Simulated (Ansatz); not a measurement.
CH6N2SeSi (`NC(=[Se])N[SiH3]`) from Hartree–Fock to CCSD(T)

Cartesian coordinates in Å:
```
N -0.2809 2.0829 0.3722
C -0.5100 0.7734 0.2096
Se -2.1692 0.0417 0.3899
N 0.5303 -0.0220 -0.0981
Si 0.3195 -1.7594 -0.3292
H -1.0569 2.6758 0.6029
H 0.6332 2.4910 0.2761
H 1.4450 0.3977 -0.1958
H -0.5313 -2.0791 -1.4939
H -0.1060 -2.4496 0.9057
H 1.7263 -2.1524 -0.6392
```

The species carries charge 0 and has multiplicity 1. Correlated methods include outer-core shells of Se, which these sets cover unevenly. Scalar relativity is left out up to krypton. The structure was optimised at the PBE0-D4/def2-TZVP level. It is one conformer, not always the lowest. Frozen core, restricted reference, the Gaussian-basis code of Ansatz.

| basis | HF (Eh) | MP2 corr. | CCSD corr. | (T) | CCSD(T) total |
| --- | --- | --- | --- | --- | --- |
| def2-SVP | ? | ? | ? | -0.02679 | ? |
| def2-TZVPP | -2839.14361 | -0.96899 | -1.00179 | ? | ? |
| def2-QZVPP | -2839.20714 | -1.32240 | – | – | – |

(1) Fill in the withheld values. (An estimate is asked.)

Results:

(1) The calculation gave: def2-SVP HF (Eh): -2838.56709; def2-SVP MP2 corr.: -0.79543; def2-SVP CCSD corr.: -0.83505; def2-SVP CCSD(T) total: -2839.42893; def2-TZVPP (T): -0.04323; def2-TZVPP CCSD(T) total: -2840.18863.
